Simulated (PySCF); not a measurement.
Si(Me)(OSiH3)3, SMILES C[Si](O[SiH3])(O[SiH3])O[SiH3] (GFN2-xTB optimised geometry):

```
20

C     -0.887     2.096     0.090
Si    -0.513     0.578    -0.949
O     -0.224    -0.702     0.000
Si     0.275    -2.244     0.000
O      0.790     0.833    -1.876
Si     1.679     0.212    -3.080
O     -1.766     0.227    -1.913
Si    -2.357    -0.873    -2.945
H     -1.113     2.949    -0.540
H     -1.739     1.922     0.737
H     -0.039     2.356     0.714
H     -0.242    -2.949    -1.176
H      1.739    -2.244     0.000
H     -0.291    -2.753     1.247
H      2.958     0.898    -2.906
H      1.023     0.548    -4.345
H      1.800    -1.241    -2.931
H     -3.312    -0.088    -3.723
H     -2.998    -1.930    -2.159
H     -1.283    -1.426    -3.774
```

Level of theory: PySCF 2.14.0 with B3LYP/def2-SVP.

### Question
What are the frontier orbital energies and the dipole moment?

### Answer
HOMO-2 -8.46 eV, HOMO-1 -8.46 eV, HOMO -8.21 eV, LUMO -0.15 eV, LUMO+1 0.85 eV; dipole moment 0.81 D.

On the same geometry PBE/def2-SVP (PySCF 2.14.0) gives HOMO-2 -7.20 eV, HOMO-1 -7.20 eV, HOMO -6.92 eV, LUMO -0.82 eV, LUMO+1 0.13 eV; dipole moment 0.59 D.

Meta-Löwdin charges at B3LYP/def2-SVP: C1 -0.56, Si2 1.43, O3 -0.81, Si4 0.79, O5 -0.81, Si6 0.79, O7 -0.81, Si8 0.79, H9 0.12, H10 0.12, H11 0.12, H12 -0.13, H13 -0.13, H14 -0.12, H15 -0.12, H16 -0.13, H17 -0.13, H18 -0.12, H19 -0.13, H20 -0.13.
